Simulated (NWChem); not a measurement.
System: C4H7N; SMILES C=C/C=N/C

NWChem printed, in part:

```
             Northwest Computational Chemistry Package (NWChem) 7.3.0
             --------------------------------------------------------

                             Geometry "geometry" -> ""
                             -------------------------

 Output coordinates in angstroms (scale by  1.889725989 to convert to a.u.)

  No.       Tag          Charge          X              Y              Z
 ---- ---------------- ---------- -------------- -------------- --------------
    1 C                    6.0000     0.63023800    -2.07865100     0.12388600
    2 C                    6.0000    -0.50825900    -1.42318200    -0.12904000
    3 C                    6.0000    -0.62538300     0.04333800    -0.14124000
    4 N                    7.0000     0.35345900     0.81738100     0.08804800
    5 C                    6.0000     0.13980400     2.23116700     0.05359900
    6 H                    1.0000     1.54651700    -1.52112800     0.33813000
    7 H                    1.0000     0.67309200    -3.17037700     0.12288800
    8 H                    1.0000    -1.42661300    -1.97982100    -0.34370500
    9 H                    1.0000    -1.63587800     0.44681600    -0.36619800
   10 H                    1.0000     0.81039000     2.68933300    -0.69301000
   11 H                    1.0000    -0.90326000     2.52842100    -0.17968700
   12 H                    1.0000     0.42137600     2.67240200     1.02471000

 Effective nuclear repulsion energy (a.u.)     158.0302820501

  pbe96 is a nonlocal functional; adding pw91lda local functional.

                                 NWChem DFT Module
                                 -----------------

 Summary of "ao basis" -> "ao basis" (spherical)
 ------------------------------------------------------------------------------
       Tag                 Description            Shells   Functions and Types
 ---------------- ------------------------------  ------  ---------------------
 C                          def2-svp                 6       14   3s2p1d
 N                          def2-svp                 6       14   3s2p1d
 H                          def2-svp                 3        5   2s1p

 in cosmo_initialize ...

 solvent parameters
 solvname_short: unkn
 solvname_long:  unknown
 dielec:        3.9000

[...]

                                   COSMO solvation results
                                   -----------------------

                 gas phase energy =      -210.907170875445
                 sol phase energy =      -210.910950670344
 (electrostatic) solvation energy =         0.003779794899 (    2.37 kcal/mol)

                       DFT Final Molecular Orbital Analysis
                       ------------------------------------

 Vector   17  Occ=2.000000D+00  E=-3.032587D-01
              MO Center= -1.2D-01,  1.9D-02, -2.8D-02, r^2= 3.7D+00
   Bfn.  Coefficient  Atom+Function         Bfn.  Coefficient  Atom+Function
  ----- ------------  ---------------      ----- ------------  ---------------
    34      0.322042   3 C  pz               20      0.287576   2 C  pz
    62     -0.202117   5 C  pz               48     -0.193859   4 N  pz
    37      0.191884   3 C  pz                6      0.189443   1 C  pz
    91      0.166759  10 H  s               101     -0.166524  12 H  s
    23      0.163114   2 C  pz               51      0.115894   4 N  pz

 Vector   18  Occ=2.000000D+00  E=-2.271620D-01
              MO Center=  1.8D-01, -6.4D-01,  3.5D-02, r^2= 3.7D+00
   Bfn.  Coefficient  Atom+Function         Bfn.  Coefficient  Atom+Function
  ----- ------------  ---------------      ----- ------------  ---------------
     6      0.351403   1 C  pz               48      0.316066   4 N  pz
    20      0.283916   2 C  pz                9      0.235314   1 C  pz
    51     -0.218635   4 N  pz               23      0.202606   2 C  pz
    34     -0.183459   3 C  pz               37     -0.140507   3 C  pz
    91     -0.130055  10 H  s               101      0.129928  12 H  s

 Vector   19  Occ=2.000000D+00  E=-2.122222D-01
              MO Center=  1.9D-01,  8.0D-01,  5.2D-02, r^2= 2.0D+00
   Bfn.  Coefficient  Atom+Function         Bfn.  Coefficient  Atom+Function
  ----- ------------  ---------------      ----- ------------  ---------------
    46      0.454760   4 N  px               49     -0.328164   4 N  px
    17      0.291464   2 C  s                45     -0.276386   4 N  s
    86     -0.196645   9 H  s                87     -0.187748   9 H  s
    47     -0.183747   4 N  py               44     -0.175608   4 N  s
    97     -0.174985  11 H  s                96     -0.174009  11 H  s

 Vector   20  Occ=0.000000D+00  E=-8.293567D-02
              MO Center=  1.1D-01, -6.3D-01,  1.9D-02, r^2= 3.4D+00
   Bfn.  Coefficient  Atom+Function         Bfn.  Coefficient  Atom+Function
  ----- ------------  ---------------      ----- ------------  ---------------
     9      0.425441   1 C  pz               51      0.361482   4 N  pz
     6      0.357373   1 C  pz               48     -0.347728   4 N  pz
    34     -0.289506   3 C  pz               23     -0.276581   2 C  pz
    37     -0.277707   3 C  pz               20     -0.230346   2 C  pz
    92      0.108963  10 H  s               102     -0.108895  12 H  s

 Vector   21  Occ=0.000000D+00  E= 3.545359D-02
              MO Center= -2.4D-01, -6.9D-01, -6.1D-02, r^2= 3.1D+00
   Bfn.  Coefficient  Atom+Function         Bfn.  Coefficient  Atom+Function
  ----- ------------  ---------------      ----- ------------  ---------------
    23      0.638505   2 C  pz               37     -0.583309   3 C  pz
     9     -0.436788   1 C  pz               20      0.415542   2 C  pz
    34     -0.403330   3 C  pz               51      0.346887   4 N  pz
    48     -0.261981   4 N  pz                6     -0.252067   1 C  pz
    92      0.154182  10 H  s               102     -0.154376  12 H  s

[...]
```

Level: PBE/def2-SVP, COSMO on the gas-phase geometry. The geometry was optimised at PBE0/def2-SVP. COSMO prints the solvation energy as gas minus solution, so a positive value is a stabilisation.

Q: Which NWChem input produces such a log?

A: One answer among several that fit: the input that was run:
```
start job
memory heap 200 mb stack 900 mb global 1100 mb
geometry units angstroms noautosym nocenter noautoz
  C      0.630238    -2.078651     0.123886
  C     -0.508259    -1.423182    -0.129040
  C     -0.625383     0.043338    -0.141240
  N      0.353459     0.817381     0.088048
  C      0.139804     2.231167     0.053599
  H      1.546517    -1.521128     0.338130
  H      0.673092    -3.170377     0.122888
  H     -1.426613    -1.979821    -0.343705
  H     -1.635878     0.446816    -0.366198
  H      0.810390     2.689333    -0.693010
  H     -0.903260     2.528421    -0.179687
  H      0.421376     2.672402     1.024710
end
basis spherical
  C library def2-svp
  N library def2-svp
  H library def2-svp
end
dft
  xc xpbe96 cpbe96
  iterations 150
end
cosmo
  dielec 3.9
end
task dft energy
```
